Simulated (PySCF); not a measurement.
# RuOBr: from structure and modes to constants

All numbers come from UPBE0/[Ru def2-SVP with ECP28, O def2-SVP, Br def2-SVP], scalar-relativistic core potentials, density fitting, no spin–orbit coupling, PySCF.

The quartet minimum has Cs symmetry. Masses (u): Ru 101.90435, O 15.99492, Br 78.91834.

```xyz
3
charge 0 multiplicity 4, angstrom
Ru   -0.6993    0.0000   -0.5462
O    -2.1766    0.0000    0.2266
Br    1.3441    0.0000    0.6594
```

Harmonic wavenumbers (cm⁻¹): 128.9 (a', ×1), 286.6 (a', ×1), 991.5 (a', ×1).

(1) Find the principal moments of inertia and the rotational constants. What kind of rotor is it?

(2) Find the vibrational entropy and heat capacity at 298.15 K.

Results:

(1) About the centre of mass I = 23.812, 309.92, 333.73 u Å². With B = 16.8576/I this gives 0.7079, 0.05439, 0.05051 cm⁻¹. The molecule is an asymmetric top with κ = -0.99.

(2) With u = 1.43878 ω/T, each mode gives S = R[u/(eᵘ−1) − ln(1−e⁻ᵘ)] and C = R u² eᵘ/(eᵘ−1)².
| ω (cm⁻¹) | u | S (J/(mol K)) | C (J/(mol K)) |
| --- | --- | --- | --- |
| 128.9 | 0.622 | 12.39 | 8.05 |
| 286.6 | 1.383 | 6.25 | 7.11 |
| 991.5 | 4.785 | 0.40 | 1.62 |
The sums over all modes are S = 19.1 and C = 16.8 J/(mol K); the softest mode gives 65 % of the entropy.

Only a few start shapes were tried, so a lower isomer may exist. Open d and f shells are described by one determinant, and the ground state may have another occupation or spin.
